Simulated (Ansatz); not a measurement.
The lowest singlet and triplet of Cl2Ge (SMILES [Cl][Ge][Cl]); geometries from B3LYP-D3(BJ)/def2-TZVP, each state relaxed from the structure named, with no frequency check.
Singlet (charge 0, multiplicity 1):
```xyz
3

Cl    -1.6938    -0.6851     0.0000
Ge    -0.0005     0.7267     0.0000
Cl     1.6948    -0.6828     0.0000
```

```
level                                        gap E(singlet) − E(triplet), vertical, at the singlet's geometry (kcal/mol)  cost
-------------------------------------------  ---------------------------------------------------------------------------  ----
R-HF/def2-QZVPP                                                                                                   -48.84     -
R-SVWN5/def2-TZVPP                                                                                                -67.80  ×0.8
U-PBE/def2-TZVPP                                                                                                  -64.41    ×1
U-r2SCAN/def2-TZVPP                                                                                               -61.06    ×2
R-PBE0/def2-TZVPP                                                                                                 -62.80  ×0.4
U-BHLYP/def2-TZVPP                                                                                                -64.76  ×0.5
U-B2PLYP/def2-TZVPP                                                                                               -65.85  ×0.6
R-MP2/def2-TZVPP                                                                                                  -62.78     -
R-MP2/def2-QZVPP                                                                                                  -63.76     -
R-SCS-MP2/def2-QZVPP                                                                                              -66.28     -
U-CCSD/def2-SVP                                                                                                   -61.39     -
R-CCSD(T)/def2-SVP                                                                                                -61.97  ×0.3
U-CCSD(T)/def2-TZVPP                                                                                              -63.13    ×2
R-CCSDT/def2-SVP                                                                                                  -61.88     -
SA-CASSCF(2,2)/def2-SVP                                                                                           -58.33     -
SC-NEVPT2 on SA-CASSCF(2,2)/def2-SVP                                                                              -62.59     -
FIC-NEVPT4(SD) on SA-CASSCF(2,2)/def2-SVP                                                                         -62.52     -
FIC-NEVPT4(SD) on SA-CASSCF(2,2)/def2-TZVPP                                                                       -64.00     -
FIC-MRCISD+Q on SA-CASSCF(2,2)/def2-SVP                                                                           -62.23     -
FIC-MRCISD+Q on SA-CASSCF(2,2)/def2-QZVPP                                                                         -64.33     -
```

The rows run from -67.80 (R-SVWN5/def2-TZVPP) to -48.84 kcal/mol (R-HF/def2-QZVPP). From def2-TZVPP to def2-QZVPP R-MP2 changes by -0.98. The 4 U-functionals in def2-TZVPP without D3 or D4 span 4.79, from U-B2PLYP to U-r2SCAN.

A positive gap puts the triplet lower; no zero-point energy. R- takes a restricted singlet. U- takes an unrestricted singlet (broken symmetry where lower, unprojected). The triplet is unrestricted in single-reference levels. Active spaces average the two states.

Correlated levels freeze the cores. Filled d and f shells under p-block atoms count as core.

Programs: Ansatz (Gaussian orbitals). Values without a source in brackets are computed.

Costs are rough ratios of core time to R-PBE/def2-TZVPP (about 29 s over the structures, on one shared machine); a dash marks a level with no comparable run of its own.

Ansatz is a quantum-chemistry and plane-wave program.
